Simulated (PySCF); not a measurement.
Molecule: `COC(F)(F)[C@H](F)Cl`, C$_{3}$H$_{4}$ClF$_{3}$O.

Mapped SMILES: `[CH3:1][O:2][C:3]([F:4])([F:5])[C@H:6]([F:7])[Cl:8]` (H(Xn): hydrogen on atom n).

Geometry PBE0-D3(BJ)/def2-SVP throughout; GIAO in PySCF, gas phase, one conformer, non-relativistic; equivalent atoms averaged; basis pcSseg-1.

For orientation, LC-wPBE gives these shifts δ (against TMS, H2O, CFCl3, HCl at the same level): C6 101.6, C1 49.6, O2 77.8, F5 -87.3, F4 -96.8, F7 -159.4, Cl8 202.1, H(C6) 5.55, H(C1) 3.64 ppm.

A run gave: C6 111.5, C1 50.0, O2 102.5, F5 -129.0, F4 -141.3, F7 -196.0, Cl8 254.1, H(C6) 6.06, H(C1) 3.74 ppm (shifts δ (against TMS, H2O, CFCl3, HCl at the same level)).

Question: Which functional was used in that run?
A. LDA
B. OPBE
C. PBE0
D. CAM-B3LYP
E. B97-D

Answer: A. Cl8 tells them apart best: LDA gives 254.1, CAM-B3LYP gives 214.7, B97-D gives 219.7, PBE0 gives 206.3, OPBE gives 208.7 ppm.
